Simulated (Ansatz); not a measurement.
`FB(S)[SiH2][SiH3]`, relaxed with RKS PBE0-D4/def2-TZVP in Ansatz 0.2.0 from a PBE-D4/def2-SVP geometry. The force threshold is 0.005 eV/Å; the program also tests the step.

Total charge 0; spin multiplicity 1.

Start:

```xyz
11

F    -0.148    0.696   -2.306
B     0.302   -0.303   -1.530
S     1.803   -1.198   -1.990
Si   -0.652   -0.780    0.201
Si   -0.340    0.973    1.746
H     2.073   -0.483   -3.123
H    -2.134   -0.946   -0.032
H    -0.111   -2.057    0.790
H     1.130    1.149    2.029
H    -0.873    2.259    1.172
H    -1.051    0.690    3.043
```

Problem. How much energy does the relaxation release, and in how many steps? (Best estimate.)

Solution. The calculation gave: 0.03 eV, in 9 steps, 1 of them rejected.

Problem. Which bonds change most? (Estimate.)

Solution. Ansatz gave: S3–H6 from 1.367 to 1.347 Å; Si5–H9 from 1.506 to 1.488 Å; Si5–H10 from 1.506 to 1.487 Å; Si4–H7 from 1.509 to 1.490 Å.

Problem. Give the relaxed structure. (An estimate is asked.)

Solution. The calculation gave: 
```xyz
11

F    -0.178    0.643   -2.320
B     0.295   -0.311   -1.524
S     1.816   -1.160   -1.960
Si   -0.659   -0.767    0.204
Si   -0.331    0.970    1.741
H     2.066   -0.475   -3.093
H    -2.119   -0.928   -0.044
H    -0.125   -2.035    0.773
H     1.122    1.133    2.016
H    -0.856    2.246    1.184
H    -1.031    0.683    3.022
```
